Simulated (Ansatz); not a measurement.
System: sum formula SiN$_{3}$H$_{5}$Cl, net charge 0, doublet state. It need not be the lowest isomer of its formula. SMILES: [NH][Si](N)(N)Cl
Coordinates optimised at B3LYP-D3(BJ)/def2-TZVP (Ansatz, a first-principles code):
```
Si
N 1 1.6981
H 2 1.0069 1 120.18
H 2 1.0080 3 111.97 1 149.50
N 1 1.6987 2 107.13 3 -154.21
H 5 1.0064 1 122.79 2 -168.51
H 5 1.0076 6 112.45 1 157.71
N 1 1.7438 2 116.71 3 83.71
H 8 1.0227 1 114.41 2 175.88
Cl 1 2.0853 2 104.60 3 -29.46
```
Charge 0, spin multiplicity 2.

Quantity: atomisation energy (electronic, to ground-state atoms), in eV. Valence correlation only, unless marked. UHF or UKS for open shells. No spin-orbit coupling. Non-relativistic. The coupled-cluster limit lacks core correlation, which all-electron functionals hold. Basis-set limits of correlation are two-point, X^-3; Hartree-Fock from the larger set.

```tsv
level	program	atomisation energy (eV)
B3LYP-D4/def2-TZVPD	Ansatz + dftd4	35.70
BHLYP/def2-TZVPD	Ansatz	34.12
r2SCANh-D4/def2-TZVPD	Ansatz + dftd4	35.13
r2SCAN0-D4/def2-TZVPD	Ansatz + dftd4	34.72
```

What does CCSD(T)/CBS(cc-pV(T+d)Z,cc-pV(Q+d)Z) (Ansatz) give?

35.55 eV, so r2SCAN0-D4/def2-TZVPD differs from it by -0.83 eV.
